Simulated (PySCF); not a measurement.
Gas-phase reaction: 2 TaCl5 + 3 NH2 = 2 TaCl4NH2 + 2 HCl + N, at 500 K and a standard pressure of 1 bar. Level: PBE/def2-SVP.

Energies from PySCF, thermal terms from the rigid-rotor harmonic-oscillator model, ideal gas at 1 bar. Open shells (unrestricted): NH2 (multiplicity 2), N (multiplicity 4); the rest are closed-shell singlets. Ta: scalar-relativistic def2 core potential, no spin-orbit coupling. TaCl4NH2: computed as isolated molecules; such fragments, hydroxides, amides, oligomers or adducts are transient or little studied in the gas. The harmonic model lacks anharmonicity and excited electronic states, which grow with temperature; levels with a mode under 35 cm⁻¹ are left out. Soft modes under 120 cm⁻¹ make the harmonic entropy rough for TaCl5, TaCl4NH2.

```
species        E (Ha)  H(500 K) − E (kJ/mol)  S°(500 K) (J/mol/K)
--------  -----------  ---------------------  -------------------
TaCl5     -2356.70419                   68.9                475.3
NH2         -55.75660                   65.0                213.0
TaCl4NH2  -1952.66649                  135.5                491.5
HCl        -460.46135                   32.0                202.1
N           -54.46659                   10.4                164.0
```
E: electronic energy; H − E holds the zero-point and thermal terms. 1 Ha = 2625.5 kJ/mol.

**Question.** Work out ΔH°, ΔS°, ΔG° and log10 K from these numbers.

**Answer.** 1. ΔE = 2×(-1952.66649) + 2×(-460.46135) + 1×(-54.46659) − 2×(-2356.70419) − 3×(-55.75660) = -0.04409 Ha = -115.8 kJ.
2. Δ(H − E) = 2×(135.5) + 2×(32.0) + 1×(10.4) − 2×(68.9) − 3×(65.0) = 12.6 kJ, so ΔH° = -103.2 kJ.
3. ΔS° = 2×(491.5) + 2×(202.1) + 1×(164.0) − 2×(475.3) − 3×(213.0) = -38.4 J/K; the number of gas molecules stays the same.
4. ΔG° = ΔH° − TΔS° = -103.2 − 500×(-38.4)/1000 = -84.0 kJ.
5. log10 K = −ΔG°/(RT ln 10) = 8.78, with RT ln 10 = 9.57 kJ/mol; at standard pressures the products are favoured.
6. A shift of 10 kJ in ΔE would move log10 K by 1.04 here.
For scale, ΔH°(298 K) is -106 kJ at this level, -146 kJ at ωB97M-V/def2-TZVP†, and runs from -205 to -81 kJ over the 16 levels computed († marks an energy on the PBE0/def2-TZVP geometry).
